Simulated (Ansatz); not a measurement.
Consider the isomerisation: `CC1(Cl)C[SiH2]1` → `CC(C)[Si]Cl`.

Calculated with Ansatz (gas phase, PBE0-D4/def2-TZVP geometries, no zero-point term in ΔE). CCSD(T)/CBS is the MP2 limit (def2-TZVPP, def2-QZVPP) plus CCSD(T) − MP2 in def2-TZVPP, frozen cores. Functionals use def2-TZVPP. Each species was taken in one conformer, which may not be the lowest.

```csv
species,PBE0 energy (Eh)
`CC1(Cl)C[SiH2]1`,-867.83039
`CC(C)[Si]Cl`,-867.87849
```

(1) Work out ΔE.

Largest T1 diagnostic among the species: 0.011.

Results:

(1) ΔE = (-867.87849) − (-867.83039) = -0.04810 Eh = -30.2 kcal/mol. CCSD(T)/CBS gives -32.2 kcal/mol.

In def2-TZVPP, CCSD(T) changes the Hartree–Fock value by +3.0 kcal/mol (the triples alone add +0.9 kcal/mol) and MP2 by +5.6 kcal/mol.
